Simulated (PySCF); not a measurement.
C4H4F2. Atoms are numbered in the order given.

```xyz
10

F     -1.6080     0.0000    -1.1295
C     -0.6694     0.0000    -0.1956
C      0.6694     0.0000    -0.1956
F      1.6080     0.0000    -1.1295
C      0.7882     0.0000     1.3061
C     -0.7882     0.0000     1.3061
H      1.2415    -0.9002     1.7512
H      1.2415     0.9002     1.7512
H     -1.2415     0.9002     1.7512
H     -1.2415    -0.9002     1.7512
```
Charge 0, spin multiplicity 1.

Geometry: B3LYP-D3(BJ)/def2-SVP.

Computed with SMD-ωB97X/def2-SVP (PySCF).

Solvation free energies are E(SMD) − E(gas) at the gas-phase geometry, for 1 M in both phases. In vacuum the dipole moment is 2.18 D.

```
solvent   ΔG(solv) (kcal/mol)  its non-electrostatic (CDS) part  dipole (D)
--------  -------------------  --------------------------------  ----------
water                     ___                               ___         ___
acetone                  -3.0                              -0.4        2.71
n-hexane                 -2.5                              -1.5        2.40
```

Some entries are withheld; supply them. (The exact figures need the calculation; the answer reports its results.)


- water, ΔG(solv) (kcal/mol): 0.9
- water, its non-electrostatic (CDS) part: 3.6
- water, dipole (D): 2.74
